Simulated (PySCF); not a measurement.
Compound: C6H12N2Si.
Z-matrix (Å and degrees, GFN2-xTB geometry), rows numbered from 1:
```
C 
Si  1  1.9084
C   2  1.9084  1  109.84
C   2  1.9074  1  109.85  3  -120.97
C   2  1.8787  1  108.89  3   119.17
C   5  1.4130  2  127.67  1   -59.90
N   6  1.3140  5  112.00  2  -179.91
N   7  1.3321  6  105.44  5     0.00
C   8  1.3475  7  112.02  6    -0.01
H   1  1.0859  2  111.43  3    60.47
H   1  1.0860  2  111.40  3  -179.30
H   1  1.0857  2  111.08  3   -59.53
H   3  1.0859  2  111.43  1   -60.34
H   3  1.0857  2  111.08  1    59.64
H   3  1.0860  2  111.42  1   179.42
H   4  1.0856  2  110.98  1    60.64
H   4  1.0856  2  111.49  1  -179.57
H   4  1.0857  2  111.48  1   -59.14
H   6  1.0714  5  127.69  2     0.11
H   8  1.0079  7  119.76  6   179.95
H   9  1.0711  5  130.67  2    -0.14
```

NICS is the negative of the GIAO shielding at a point without a nucleus: at the ring centre (0) and 1 Å above and below it (1); zz is the component along the ring normal. Level: GIAO PBE0/pcSseg-1 (PySCF, non-relativistic, gas phase) on the GFN2-xTB geometry, one conformer.

Ring bond lengths (Å), with Mayer bond orders in brackets: C5–C6 1.413 (1.35), C6–N7 1.314 (1.57), N7–N8 1.332 (1.20), N8–C9 1.347 (1.15), C9–C5 1.379 (1.50).

Q: Give the NICS values of each ring in ppm.

A: 
```json
{"ring": "C5–C6–N7–N8–C9", "type": "5-membered ring with 2 N; formal bonds all aromatic", "NICS(0)": "-13.6", "NICS(1), two faces": "-12.5 / -12.5", "NICS(1)zz, two faces": "-32.4 / -32.4", "rms pucker (Å)": "0.00", "centre to ring atoms, mean (Å)": "1.15"}
```

Q: What can be read from them?

A: 
- C5–C6–N7–N8–C9: mean NICS(1)zz -32.4 ppm, shielded. The ring is flat and has no four-coordinate atom; by the NICS criterion it is aromatic.

Q: And the bond-length index? HOMA = 1 − mean of α(R − Ropt)² over the ring bonds, with Krygowski's 1993 parameters (CC: Ropt 1.388 Å, α 257.7 Å⁻²; CN: Ropt 1.334 Å, α 93.52 Å⁻²; NN: Ropt 1.309 Å, α 130.33 Å⁻²).

A: 
- C5–C6–N7–N8–C9: HOMA 0.94; the largest term is that of C5–C6, α(R − Ropt)² = 0.16. The geometric and the magnetic index point the same way.

Q: At the first NICS(1) probe listed for ring C5–C6–N7–N8–C9, 1 Å off the ring, what do the in-plane components average?

A: The isotropic value is a third of the trace: (3 × -12.5 − (-32.4))/2 = -2.6 ppm.

Q: What are the shieldings of the ring atoms and their hydrogens in the same run (means over atoms taken as equivalent)?

A: 
| atoms | environment | σ isotropic (ppm) |
| --- | --- | --- |
| C5 | substituted aromatic carbon | 68.4 |
| C6 | aromatic CH next to a ring nitrogen | 39.7 |
| N7 | pyridine-type nitrogen | -77.9 |
| N8 | pyrrole-type nitrogen | 44.5 |
| C9 | aromatic CH next to a ring nitrogen | 52.1 |
| H19 | aromatic hydrogen | 24.02 |
| H20 | N–H hydrogen | 22.12 |
| H21 | aromatic hydrogen | 24.38 |

Time: 36 s wall; peak memory 1.0 GiB. Hardware: an Arm Neoverse V2 with one thread, no GPU, shared host with 192 logical CPUs at a one-minute load of 55. This is the whole shielding run at PBE0/pcSseg-1, SCF included.
